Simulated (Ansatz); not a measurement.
Ansatz (an electronic-structure program) input (HSE06/def2-TZVPD):

Ansatz 0.2 input:
```yaml
crystal:
  periodic: [false, false, false]
  atoms:
    - {symbol: Sn, position_ang: [-0.00349532, -0.01260940, 0.62871775]}
    - {symbol: Cl, position_ang: [1.19244980, 1.38873918, -0.89050383]}
    - {symbol: Cl, position_ang: [-1.18216943, -1.35165270, -0.95866602]}
basis:
  gaussian:
    orbitals: def2-TZVPD
hamiltonian:
  xc: {name: HSE06}
output: {forces: true}
```

Output:

```
Functional definition: HSE06
integrals: 0.10 GiB planned
1104 factors; their error is unknown
integrals: 0.13 GiB planned
69 factors; integrals over basis functions are off by at most 3.1e-5 eV
mean field: 0.72 GiB planned
mean field evaluation 1: about -30870.5213 eV, gradient 2.3e1 eV
mean field evaluation 2: about -30866.7433 eV, gradient 4.4e1 eV
mean field evaluation 4: about -30872.1017 eV, gradient 1.6e0 eV
mean field evaluation 8: about -30872.2416 eV, gradient 4.3e-2 eV
mean field evaluation 16: about -30872.2416 eV, gradient 5.7e-6 eV
mean field -30872.24157566 eV, -1134.5339519487 hartree, gradient 5.7e-6 eV, S^2 0.000000; 0 other end points of the search recorded, 0 dependent functions left out
the calculation of the forces begins
reference -30872.24163688 eV, -1134.5339541983 hartree; 28, 28 occupied and 120, 120 virtual orbitals, 1104 factors
Total energy: -30872.24163688 eV, -1134.5339541983 hartree
Atom 0 at    -0.003495    -0.012609     0.628718 Å, force     0.001915     0.006909    -0.344502 eV/Å
Atom 1 at     1.192450     1.388739    -0.890504 Å, force    -0.138656    -0.162363     0.168298 eV/Å
Atom 2 at    -1.182169    -1.351653    -0.958666 Å, force     0.136741     0.155454     0.176203 eV/Å
Dipole moment:    -0.003934    -0.014191     0.707601 e Å
```
